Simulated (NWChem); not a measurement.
# ZrH₃F; SMILES [F][ZrH3]

Program: NWChem. Geometry: optimised at PBE0/def2-SVP. def2 effective core potentials on Zr; no spin-orbit coupling. Level: PBE0/def2-SVPD; the question gives the wavelength of the field.

Predict the results for field 589 nm. Quantities: isotropic polarisability (bohr³); anisotropy (bohr³).


```yaml
isotropic polarisability (bohr³): 51.8
anisotropy (bohr³): 6.6
```
